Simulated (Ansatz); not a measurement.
Scan of H2Be, singlet: symmetric bend, bond length relaxed. Scanned: H-Be-H angle. Other coordinates (Be-H bond length) were minimised at B3LYP/def2-TZVP.

Computed with full CI/def2-SVP, frozen core run with Ansatz (an electronic-structure program).

Scanned values (°): 180, 168.36, 157.85, 148.90, 139.51, 130.12, 121.95, 108.07, 101.58, 87.95, 81.46, 71.08, 60.

Question: Describe the profile: where are the wells and the tops?

Answer: Lower than their neighbours: 180° (0.0 kcal/mol, end of the scan). Higher than their neighbours: 60° (89.7 kcal/mol, end of the scan). The whole profile spans 89.7 kcal/mol.
